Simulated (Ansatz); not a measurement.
`FB(F)OP` + PH₃ → `PP` + `OB(F)F` at 298.15 K and 1 bar (ligand exchange at a P–O bond).

Isolated molecules relaxed with PBE0-D4/def2-TZVP in Ansatz; ΔE leaves out vibrations. CBS: MP2 limit from def2 TZ/QZ plus the TZ coupled-cluster correction, frozen cores. This one scheme is used for every species. Each species was taken in one conformer, which may not be the lowest.

| species | CCSD(T)/CBS energy (Eh) | H − E (kJ/mol) | S (J/(mol·K)) |
| --- | --- | --- | --- |
| `FB(F)OP` | -641.86587 | 103.7 | 339.6 |
| PH₃ | -342.72256 | 73.1 | 210.2 |
| `PP` | -684.26248 | 105.7 | 273.8 |
| `OB(F)F` | -300.33752 | 77.6 | 272.4 |

H − E and S are ideal-gas, rigid-rotor, harmonic terms from PBE0-D4/def2-TZVP, for one conformer and one mirror image of each species. 1 Eh = 2625.50 kJ/mol, R = 8.31446 J/(mol·K).

**Question.** By hand: ΔE, ΔH, ΔS and ΔG.

**Answer.** ΔE = (-684.26248) + (-300.33752) − (-641.86587) − (-342.72256) = -0.01157 Eh = -30.4 kJ/mol. Δ(H − E) = 105.7 + 77.6 − 103.7 − 73.1 = 6.5, so ΔH = -23.9 kJ/mol. ΔS = 273.8 + 272.4 − 339.6 − 210.2 = -3.6 J/(mol·K). ΔG = -23.9 − 298.15 × (-3.6)/1000 = -22.8 kJ/mol.

**Question.** By hand: the equilibrium constant, and the temperature at which ΔG would vanish if ΔH and ΔS stayed fixed.

**Answer.** log₁₀ K = −ΔG/(RT ln 10) = 4.0. ΔG = 0 at ΔH/ΔS = 6639 K, far beyond where these terms or the molecules hold.

The number of gas molecules stays the same, so ΔS is small and ΔH decides. A doubt of 5 kJ/mol in ΔE shifts log₁₀ K by 0.9 here. Other conformers and mirror images would add mixing entropy, several J/(mol·K) or more a flexible species. Modes under 60 cm⁻¹, often nearly free rotors, make the harmonic entropy too high. These are equilibria of isolated gas molecules and say nothing of rates. Largest T1 diagnostic: 0.014 (customary marks: 0.02 for closed shells, 0.045 for open ones).
